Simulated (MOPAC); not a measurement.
MOPAC input (MNDO):

```
MNDO PRECISE GNORM=0.05 LET XYZ CHARGE=-1 GEO-OK AUX(PRECISION=9) THREADS=1
CH7OSi2

C    -1.94266200 1    0.60787400 1   -0.02670800 1
Si   -0.96658600 1   -0.82877600 1   -0.22816400 1
O     0.74800600 1   -0.65802100 1   -0.07024800 1
Si    1.46573600 1    0.76264600 1    0.25213200 1
H    -2.28370300 1    0.94871900 1    0.94626800 1
H    -2.15254700 1    1.28913000 1   -0.84585600 1
H    -1.04385700 1   -1.46070600 1   -1.58848300 1
H    -1.21737800 1   -1.91107700 1    0.78253100 1
H     1.30794800 1    1.82203400 1   -0.78185800 1
H     2.93739700 1    0.47898300 1    0.30595400 1
H     1.13596700 1    1.37566000 1    1.56811200 1
```

Output:

```
 *******************************************************************************
 **                                                                           **
 **                              MOPAC v23.2.5                                **
 **                                                                           **
 *******************************************************************************
 ** MOPAC's Digital Object Identifier: https://doi.org/10.5281/zenodo.6511958 **
 **                                                                           **
 ** Please cite the open-source release paper for use of this MOPAC version:  **
 ** J. E. Moussa and J. J. P. Stewart (2026)                                  **
 ** MOPAC: An open-source semiempirical molecular orbital program             **
 ** J. Open Source Softw., 11(119), 8025, https://doi.org/10.21105/joss.08025 **
 *******************************************************************************

                              MNDO CALCULATION RESULTS

 *******************************************************************************
 *  MNDO       - The MNDO Hamiltonian to be used
 *  GEO-OK     - OVERRIDE INTERATOMIC DISTANCE AND OTHER SAFETY CHECKS
 *
 *
 *
 *                 CHARGE ON SYSTEM = -1
 *
 *
 *
 *  LET        - OVERRIDE SOME SAFETY CHECKS
 *  PRECISE    - TIGHTER CRITERIA TO BE USED
 *  XYZ        - CARTESIAN COORDINATE SYSTEM TO BE USED
 *  GNORM      - EXIT WHEN GRADIENT NORM DROPS BELOW 0.050
 *  AUX        - OUTPUT AUXILIARY INFORMATION
 *******************************************************************************
MNDO PRECISE GNORM=0.05 LET XYZ CHARGE=-1 GEO-OK AUX(PRECISION=9) THREADS=1
 CH7OSi2

   ATOM   CHEMICAL          X               Y               Z
  NUMBER   SYMBOL      (ANGSTROMS)     (ANGSTROMS)     (ANGSTROMS)

     1       C         -1.94266200  *   0.60787400  *  -0.02670800  *
     2      Si         -0.96658600  *  -0.82877600  *  -0.22816400  *
     3       O          0.74800600  *  -0.65802100  *  -0.07024800  *
     4      Si          1.46573600  *   0.76264600  *   0.25213200  *
     5       H         -2.28370300  *   0.94871900  *   0.94626800  *
     6       H         -2.15254700  *   1.28913000  *  -0.84585600  *
     7       H         -1.04385700  *  -1.46070600  *  -1.58848300  *
     8       H         -1.21737800  *  -1.91107700  *   0.78253100  *
     9       H          1.30794800  *   1.82203400  *  -0.78185800  *
    10       H          2.93739700  *   0.47898300  *   0.30595400  *
    11       H          1.13596700  *   1.37566000  *   1.56811200  *

          CARTESIAN COORDINATES

    NO.       ATOM           X           Y           Z

     1         C         -1.9427      0.6079     -0.0267
     2        Si         -0.9666     -0.8288     -0.2282
     3         O          0.7480     -0.6580     -0.0702
     4        Si          1.4657      0.7626      0.2521
     5         H         -2.2837      0.9487      0.9463
     6         H         -2.1525      1.2891     -0.8459
     7         H         -1.0439     -1.4607     -1.5885
     8         H         -1.2174     -1.9111      0.7825
     9         H          1.3079      1.8220     -0.7819
    10         H          2.9374      0.4790      0.3060
    11         H          1.1360      1.3757      1.5681

  H: (MNDO): M.J.S. DEWAR, W. THIEL, J. AM. CHEM. SOC., 99, 4899, (1977)
  C: (MNDO): M.J.S. DEWAR, W. THIEL, J. AM. CHEM. SOC., 99, 4899, (1977)
  O: (MNDO): M.J.S. DEWAR, W. THIEL, J. AM. CHEM. SOC., 99, 4899, (1977)
 Si: (MNDO): M.J.S.DEWAR, ET. AL. ORGANOMETALLICS  5, 375 (1986)

           Empirical Formula: C H7 O Si2  =    11 atoms

      MOLECULAR POINT GROUP   :   Cs

      RHF CALCULATION, NO. OF DOUBLY OCCUPIED LEVELS = 13

          Geometry optimization using EF

          DIAGONAL MATRIX USED AS START HESSIAN

 CYCLE:     1  GRAD.:   120.753 HEAT: -76.88923
 CYCLE:     2  GRAD.:   101.381 HEAT: -87.92357
 CYCLE:     3  GRAD.:   272.302 HEAT: -72.03253
 CYCLE:     4  GRAD.:   181.542 HEAT: -83.88755
 CYCLE:     5  GRAD.:   252.139 HEAT: -70.51025
 CYCLE:     6  GRAD.:   274.666 HEAT: -56.42243
 CYCLE:     7  GRAD.:   137.986 HEAT: -86.63218
 CYCLE:     8  GRAD.:   229.855 HEAT: -73.20629
 CYCLE:     9  GRAD.:    97.315 HEAT: -89.49428
 CYCLE:    10  GRAD.:   106.141 HEAT: -89.25859
 CYCLE:    11  GRAD.:    45.748 HEAT: -92.13564
 CYCLE:    12  GRAD.:    68.108 HEAT: -91.75630
 CYCLE:    13  GRAD.:     8.234 HEAT: -93.11605
 CYCLE:    14  GRAD.:    51.003 HEAT: -92.52152
 CYCLE:    15  GRAD.:     3.672 HEAT: -93.16503
 CYCLE:    16  GRAD.:     4.628 HEAT: -93.18355
 CYCLE:    17  GRAD.:     2.817 HEAT: -93.23174
 CYCLE:    18  GRAD.:     4.759 HEAT: -93.39606
 CYCLE:    19  GRAD.:     8.920 HEAT: -93.46571
 CYCLE:    20  GRAD.:     9.440 HEAT: -93.52555
 CYCLE:    21  GRAD.:     4.597 HEAT: -93.64929
 CYCLE:    22  GRAD.:     4.592 HEAT: -93.78680
 CYCLE:    23  GRAD.:     8.551 HEAT: -93.86694
 CYCLE:    24  GRAD.:     6.807 HEAT: -93.87802
 CYCLE:    25  GRAD.:     1.290 HEAT: -93.91051
 CYCLE:    26  GRAD.:     1.293 HEAT: -93.91297
 CYCLE:    27  GRAD.:     0.470 HEAT: -93.91440
 CYCLE:    28  GRAD.:     0.228 HEAT: -93.91488
 CYCLE:    29  GRAD.:     0.109 HEAT: -93.91494
 CYCLE:    30  GRAD.:     0.075 HEAT: -93.91497
 CYCLE:    31  GRAD.:     0.042 HEAT: -93.91498

     GRADIENT =  0.04210 IS LESS THAN CUTOFF =  0.05000

 -------------------------------------------------------------------------------
 MNDO PRECISE GNORM=0.05 LET XYZ CHARGE=-1 GEO-OK AUX(PRECISION=9) THREADS=1
 CH7OSi2

     GEOMETRY OPTIMISED USING EIGENVECTOR FOLLOWING (EF).
     SCF FIELD WAS ACHIEVED

                              MNDO CALCULATION
                                                       MOPAC v23.2.5 Linux

          FINAL HEAT OF FORMATION =        -93.91498 KCAL/MOL =    -392.94028 KJ/MOL

          COSMO AREA              =        141.54 SQUARE ANGSTROMS
          COSMO VOLUME            =        136.02 CUBIC ANGSTROMS

          GRADIENT NORM           =          0.04210          =       0.01269 PER ATOM
          IONIZATION POTENTIAL    =          0.911544 EV
          HOMO LUMO ENERGIES (EV) =         -0.912  6.767
          NO. OF FILLED LEVELS    =         13
          MOLECULAR WEIGHT        =         91.2367         POINT GROUP:  Cs

          MOLECULAR DIMENSIONS (Angstroms)

            Atom       Atom       Distance
            H    10    H     6     5.58681
            H     9    H     8     4.46393
            H     7    H    11     3.61224

          SCF CALCULATIONS        =         32

   ATOM   CHEMICAL          X               Y               Z
  NUMBER   SYMBOL      (ANGSTROMS)     (ANGSTROMS)     (ANGSTROMS)

     1       C         -2.09753240  *   0.45301467  *  -0.06738951  *
     2      Si         -1.02681214  *  -0.81283038  *  -0.22960897  *
     3       O          0.57022027  *  -0.33967460  *  -0.02264773  *
     4      Si          1.68302402  *   0.75784686  *   0.26710740  *
     5       H         -2.56440162  *   0.74031585  *   0.86924090  *
     6       H         -2.43642550  *   1.07403755  *  -0.89035395  *
     7       H         -0.99157977  *  -1.46938485  *  -1.48573856  *
     8       H         -1.15099819  *  -1.88337471  *   0.69164320  *
     9       H          1.72303436  *   1.77132939  *  -0.69287497  *
    10       H          2.95740271  *   0.16699637  *   0.24822574  *
    11       H          1.56066437  *   1.35020900  *   1.52588770  *

                             CARTESIAN COORDINATES

   1    C       -2.097532395     0.453014671    -0.067389514
   2   Si       -1.026812137    -0.812830379    -0.229608973
   3    O        0.570220273    -0.339674605    -0.022647733
   4   Si        1.683024017     0.757846861     0.267107395
   5    H       -2.564401625     0.740315851     0.869240901
   6    H       -2.436425496     1.074037553    -0.890353945
   7    H       -0.991579773    -1.469384850    -1.485738561
   8    H       -1.150998194    -1.883374707     0.691643202
   9    H        1.723034356     1.771329390    -0.692874968
  10    H        2.957402707     0.166996374     0.248225736
  11    H        1.560664369     1.350208997     1.525887698

           Empirical Formula: C H7 O Si2  =    11 atoms

      MOLECULAR POINT GROUP   :   Cs

                  EIGENVALUES
 -34.66636 -22.13225 -15.57578 -12.58871  -9.59154  -9.16181  -8.97024  -7.43544
  -7.08035  -6.71961  -5.68890  -5.25017  -0.91154   6.76734   6.82649   6.87617
   8.11015   8.24528   8.68467  10.55740  10.85777  11.97873  13.20435

              NET ATOMIC CHARGES AND DIPOLE CONTRIBUTIONS

  ATOM NO.   TYPE          CHARGE      No. of ELECS.   s-Pop       p-Pop
    1          C          -1.104067        5.1041     1.26843     3.83564
    2         Si           1.656934        2.3431     0.93098     1.41208
    3          O          -0.952383        6.9524     1.78151     5.17088
    4         Si           1.679797        2.3202     0.96499     1.35522
    5          H          -0.025630        1.0256     1.02563
    6          H          -0.025631        1.0256     1.02563
    7          H          -0.458233        1.4582     1.45823
    8          H          -0.458251        1.4583     1.45825
    9          H          -0.430590        1.4306     1.43059
   10          H          -0.451356        1.4514     1.45136
   11          H          -0.430590        1.4306     1.43059
 DIPOLE           X         Y         Z       TOTAL
 POINT-CHG.     6.127    -0.853     0.286     6.193
 HYBRID        -0.226     0.294     0.039     0.373
 SUM            5.901    -0.559     0.325     5.936

          ATOMIC ORBITAL ELECTRON POPULATIONS

     Atom    s        px        py        pz
    1  C   1.26843   1.52749   1.38499   0.92315
    2 Si   0.93098   0.46360   0.54097   0.40752
    3  O   1.78151   1.54574   1.73563   1.88950
    4 Si   0.96499   0.45914   0.44672   0.44936
    5  H   1.02563
    6  H   1.02563
    7  H   1.45823
    8  H   1.45825
    9  H   1.43059
   10  H   1.45136
   11  H   1.43059

 **********************
 *                    *
 * JOB ENDED NORMALLY *
 *                    *
 **********************

 == MOPAC DONE ==
```

The dipole moment of an ion depends on the origin.

The geometry given is a B3LYP-D3(BJ)/def2-TZVP minimum.
